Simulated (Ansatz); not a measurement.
Ansatz (a program for electronic structure) input for RuO3, SMILES [Ru](=[O])(=[O])=[O] (connectivity only; charge and spin as stated), neutral, multiplicity 3, ωB97X-V/def2-SVPD. Coordinates come from a r2SCAN-D4/def2-TZVP optimisation. The multiplicity is an assumed one; other spin states were not compared. The def2 effective core potentials stand for the cores of Ru; spin–orbit coupling is left out.

Ansatz 0.2 input:
```yaml
crystal:
  periodic: [false, false, false]
  atoms:
    - {symbol: Ru, position_ang: [0.07167224, -0.03913542, -0.00000000]}
    - {symbol: O, position_ang: [-0.14051284, -0.72759554, -1.52111069]}
    - {symbol: O, position_ang: [-0.14051284, -0.72759558, 1.52111068]}
    - {symbol: O, position_ang: [-0.11317163, 1.67043593, 0.00000003]}
basis:
  gaussian:
    orbitals: def2-SVPD
hamiltonian:
  xc: {name: wB97X-V}
magnetization: {spin_polarized: true, initial_magnetization: 2}
```

Output:

```
WARN ansatz: RAYON_NUM_THREADS=1 ignored (pool sized by the plan → 1); use --threads N
Functional definition: wB97X-V
integrals: 0.05 GiB planned
883 factors; their error is unknown
integrals: 0.08 GiB planned
278 factors; integrals over basis functions are off by at most 1.6e-5 eV
mean field: 0.69 GiB planned
mean field evaluation 1: about -8695.0655 eV, gradient 6.9e1 eV
mean field evaluation 2: about -8604.8660 eV, gradient 1.6e2 eV
mean field evaluation 4: about -8710.7761 eV, gradient 1.9e1 eV
mean field evaluation 8: about -8712.0574 eV, gradient 2.7e-1 eV
mean field evaluation 16: about -8712.1050 eV, gradient 7.8e-3 eV
mean field evaluation 32: about -8712.1050 eV, gradient 7.6e-1 eV
mean field evaluation 64: about -8710.9725 eV, gradient 5.4e0 eV
mean field -8712.11038409 eV, -320.1641513350 hartree, gradient 1.6e-5 eV, S^2 2.089798; 7 other end points of the search recorded, 0 dependent functions left out
reference -8712.11038221 eV, -320.1641512658 hartree; 21, 19 occupied and 82, 84 virtual orbitals, 883 factors
Total energy: -8712.11038221 eV, -320.1641512658 hartree
```

The calculation finished and met its thresholds.
